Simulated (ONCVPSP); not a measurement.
# Mo (Z = 42): variants of one ONCV potential

Base potential:

```
Element                 : Mo (Z = 42)
Generator               : ONCVPSP 4.0.1
Type                    : optimised norm-conserving Vanderbilt (ONCV)
Functional              : LDA (Perdew-Wang 92)
Relativity              : scalar-relativistic
Frozen core             : [Ar] 3d10
Valence charge          : 14
Reference configuration : 4s2 4p6 4d5 5s0.5 5p0.5
Partial waves           : 4s+5s: rc 1.65 bohr, ncon 4, nbas 7, qcut 6.8 1/bohr, 2 projectors; 4p+5p: rc 2.30 bohr, ncon 4, nbas 9, qcut 7.6 1/bohr, 2 projectors; 4d: rc 1.75 bohr, ncon 4, nbas 8, qcut 6.4 1/bohr, 1 projector
Local potential         : polynomial inside 1.30 bohr (lpopt 5, dvloc0 -1 Ha)
Core correction         : polynomial model core, fcfact 0.65
```

Cutoffs, loose and tight: the cutoffs (Ha) at which the residual kinetic energy of the hardest occupied pseudo-wave falls to 1 and 0.1 mHa per electron. They do not see the model core or the augmentation charge, which bear on the density cutoff. Test errors are all-electron minus pseudo excitation energies from the reference, over the configurations 4s2 4p6 4d5 5s1 5p0; 4s2 4p6 4d5 5s0 5p0; 4s2 4p6 4d4 5s0 5p0; 4s2 4p6 4d5 5s0.5 5p0. A dash means not determined; rows that change the core or the reference have their own tests.

```tsv
change	outcome	cutoff, loose	cutoff, tight	bound ghosts	GHOST(+) flags above zero	largest test error (meV)
base	generated	18 Ha	24 Ha	none	none	-1.3
all radii but the core radius scaled by about 1.25 (s 2.06, p 2.86, d 2.18 bohr); local potential polynomial inside 1.62 bohr (lpopt 5, dvloc0 -1 Ha)	generated	15 Ha	18 Ha	none	none	-2.4
s: rc 1.16; local potential polynomial inside 1.16 bohr (lpopt 5, dvloc0 -1 Ha)	generated	45 Ha	85 Ha	none	s	-1.1
core correction Teter function, fcfact 2, rcfact 1.3	generated	18 Ha	24 Ha	none	none	-1.2
```
